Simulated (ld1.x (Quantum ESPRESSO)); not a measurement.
Varying the TM potential for W (Z = 74)

Base potential:

ld1.x (Quantum ESPRESSO) 7.5 input, shortened:

```
&input
   title='W', zed=74., rel=2, dft='PBESOL', iswitch=3,
   config='[Xe] 4f14 5d4 6s2 6p0', rel_dist='average'
 /
 &inputp
   pseudotype=2, tm=.true., lloc=2,
   nlcc=.true., rcore=0.85
 /
3
5S  1  0   2.00   0.00  1.45  1.45  0.0
5P  2  1   6.00   0.00  1.70  1.70  0.0
5D  3  2   4.00   0.00  2.25  2.25  0.0
 &test
   configts(1)='5s2 5p6 5d4 6s2 6p0'
 /
```

Open shells are filled in proportion to 2j + 1 (rel_dist='average').

Occupied shells without a wave of their own: 6s. They enter only through the test configuration that unscreens the potential, and ld1.x also counts them in the model core charge.

Cutoffs, loose and tight: the cutoffs (Ry, on a coarse ladder) from which the occupation-weighted sum of valence levels, in a spherical-Bessel basis at the reference potential, stays within 10 and 1 mRy of its value at 400 Ry. They do not see the model core or the augmentation charge, which bear on the density cutoff. Test errors are all-electron minus pseudo excitation energies from the reference, over the configurations 5s2 5p6 5d4 6s1 6p0; 5s2 5p6 5d4 6s0 6p0; 5s2 5p6 5d3 6s0 6p0; 5s2 5p6 5d5 6s1 6p0; 5s2 5p6 5d3 6s2 6p1; 5s2 5p6 5d4 6s0 6p2; 5s2 5p6 5d4 6s0 6p1. A dash means not determined; rows that change the core or the reference have their own tests. The largest error is taken over the tests solved by every variant that gives reliable tests at all: 5s2 5p6 5d4 6s0 6p0; 5s2 5p6 5d4 6s1 6p0; 5s2 5p6 5d5 6s1 6p0.

With those shells counted twice in exchange and correlation these files are broken, and their errors move erratically; no question is asked of them.

A true bound ghost makes a file unfit for plane-wave use even where its test errors are small: the radial tests pick states by their node count and pass the ghost by. Where a test does run into it, the solver fails or the error is huge.

```csv
change,outcome,"cutoff, loose","cutoff, tight",bound ghosts,largest test error (meV)
base,"generated, misses its reference levels by 0.57 eV",80 Ry,140 Ry,none,+1147
wave 5p (bound): rc 1.70 bohr becomes 5p (bound): rc 2.18 bohr,"generated, misses its reference levels by 0.57 eV",80 Ry,120 Ry,none,+1147
wave 5s (bound): rc 1.45 bohr becomes 5s (bound): rc 2.14 bohr,"generated, misses its reference levels by 0.45 eV",45 Ry,80 Ry,none,-1416
local potential the p channel,failed: the pseudo-atom did not reach self-consistency,–,–,–,–
wave 5d (bound): rc 2.25 bohr becomes 5d (bound): rc 2.06 bohr,"generated, misses its reference levels by 0.52 eV",80 Ry,140 Ry,none,+1004
"all radii but the core radius scaled by about 0.86 (s 1.24, p 1.46, d 1.92 bohr)",failed: the pseudo-atom did not reach self-consistency,–,–,–,–
functional PBE,"generated, misses its reference levels by 0.56 eV",80 Ry,140 Ry,none,+1235
scalar-relativistic,"generated, misses its reference levels by 0.57 eV",80 Ry,140 Ry,p,+1142
core correction a·sin(br)/r model core inside 1.58 bohr,"generated, misses its reference levels by 0.57 eV",80 Ry,140 Ry,none,+1147
type TM semilocal; scalar-relativistic,"generated, misses its reference levels by 0.59 eV",80 Ry,140 Ry,none,-2351
wave 5s (bound): rc 1.45 bohr becomes 5s (bound): rc 1.02 bohr,failed: run_pseudo: Errors in PS-KS equation,–,–,–,–
```
